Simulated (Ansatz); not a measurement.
H2Si (SMILES [SiH2]), triplet, at a GFN2-xTB geometry; WB97M-V/6-311G** run with Ansatz (an electronic-structure program).

The Ansatz input:
Ansatz 0.2 input:
```yaml
crystal:
  periodic: [false, false, false]
  atoms:
    - {symbol: Si, position_ang: [-0.00166170, 0.08538378, 0.00495698]}
    - {symbol: H, position_ang: [-1.25761844, -0.62511866, 0.01233517]}
    - {symbol: H, position_ang: [1.28088231, -0.57025423, -0.08173290]}
basis:
  gaussian:
    orbitals: 6-311G__.json
hamiltonian:
  xc: {name: wB97M-V}
magnetization: {spin_polarized: true, initial_magnetization: 2}
```
The basis file holds 6-311G** in the JSON format of the Basis Set Exchange.

It wrote (shortened):

```
Functional definition: wB97M-V
323 factors; their error is unknown
97 factors; integrals over basis functions are off by at most 3.0e-5 eV
mean field evaluation 1: about -7906.0099 eV, gradient 4.6e0 eV
mean field evaluation 2: about -7906.1808 eV, gradient 1.0e0 eV
mean field evaluation 4: about -7906.2019 eV, gradient 1.3e-1 eV
mean field evaluation 8: about -7906.2111 eV, gradient 7.9e-3 eV
mean field evaluation 16: about -7906.2111 eV, gradient 2.9e-5 eV
mean field -7906.21109472 eV, -290.5478987086 hartree, gradient 2.9e-5 eV, S^2 2.001181; 0 other end points of the search recorded, 0 dependent functions left out
reference -7906.21112919 eV, -290.5478999753 hartree; 9, 7 occupied and 30, 32 virtual orbitals, 323 factors
Total energy: -7906.21112919 eV, -290.5478999753 hartree
```
